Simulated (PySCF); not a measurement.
HF beside CCSD(T) along the fifth-period p block: bonds to Cl

HF and CCSD(T) in PySCF with def2-TZVPP on every atom (core potentials on In, Sn, Sb, Te, I), for the lowest determinant that a PBE0 search found; no spin–orbit coupling.

| molecule | state (unpaired electrons) | HF Re (Å) | HF ωe (cm⁻¹) | HF De (eV) | CCSD(T) Re (Å) | CCSD(T) ωe (cm⁻¹) | CCSD(T) De (eV) |
| --- | --- | --- | --- | --- | --- | --- | --- |
| InCl | singlet (closed shell) | 2.430 | 311 | 3.40 | 2.408 | 323 | 4.47 |
| SnCl | doublet (π ↑) | 2.382 | 347 | 2.64 | 2.366 | 355 | 3.74 |
| SbCl | triplet (π ↑↑) | 2.352 | 375 | 1.76 | 2.345 | 373 | 2.87 |
| TeCl | doublet (π ↑) | 2.321 | 400 | 1.24 | 2.324 | 386 | 2.50 |
| ICl | singlet (closed shell) | 2.309 | 420 | 0.82 | ? | ? | ? |

**Question.** Estimate the CCSD(T) values of ICl by adding the mean shift from HF to CCSD(T) of the other rows, and compare with the calculation.

**Answer.** The mean shifts are -1.1 pm, +1 cm⁻¹ and +1.14 eV, which give 2.299 Å, 421 cm⁻¹ and 1.96 eV. CCSD(T)/def2-TZVPP gives Re = 2.331 Å, ωe = 385 cm⁻¹, De = 2.17 eV.

**Question.** What are the mean differences of HF from CCSD(T) over the whole series?

**Answer.** Re +0.4 pm, ωe +6 cm⁻¹, De -1.18 eV.

In a basis of this size CCSD(T) is itself not converged; it tends to give bonds that are too long and too weak.

Correlated steps freeze 9 core orbitals. Spin–orbit coupling is left out, which matters for elements this heavy, above all for dissociation energies. Where the molecule has an RHF reference, its open-shell atoms are computed with UHF. States were picked by a PBE0 search and need not be the measured ground states.
